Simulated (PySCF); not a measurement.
C2H10N2OSi2.
SMILES: `CCO[SiH]1N[SiH2]N1`

Jobs on this species (17 atoms, 72 electrons) with PySCF (density fitting). Hardware of each: one thread of an Arm Neoverse N1, no GPU, shared host. The host was shared with other jobs, so the times are rough. Peak memory is the resident size of the whole Python process, interpreter and libraries included.

Problem. Rank these jobs by wall time, shortest first.
A. PBE0/pcSseg-1; shieldings, ring-centre shieldings, charges and field gradients; 183 basis functions
B. X3LYP/6-31G; shieldings, ring-centre shieldings; 91 basis functions
C. LC-wPBE/def2-SVP, IEF-PCM water, grid level 4, level shift 0.3 Eh; spin–spin couplings from 16 perturbed nuclei, spin–dipole term for 4 of them; 156 basis functions

Solution. B (15 s), A (39 s), C (1.8 min).

All jobs:

```csv
level and settings,work,basis functions,SCF cycles,wall time,peak memory
X3LYP/6-31G,"shieldings, ring-centre shieldings",91,13,15 s,0.58 GiB
PBE0/pcSseg-1,"shieldings, ring-centre shieldings, charges and field gradients",183,13,39 s,0.91 GiB
"KT3/def2-SVPD, energy threshold 1e-06 Eh","1 singlet by full TDDFT, polarisability",231,9,51 s,0.75 GiB
PBE0/def2-SVPD,"6 singlets by full TDDFT, 2 Tamm–Dancoff triplets, polarisability",231,13,58 s,0.89 GiB
"LC-wPBE/def2-SVP, IEF-PCM water, grid level 4, level shift 0.3 Eh","spin–spin couplings from 16 perturbed nuclei, spin–dipole term for 4 of them",156,13,1.8 min,0.91 GiB
```

Problem. What do all jobs in the table cost together?

Solution. About 4.5 min; the longest takes about 40 % of that, and about 7.2 times as long as the shortest.
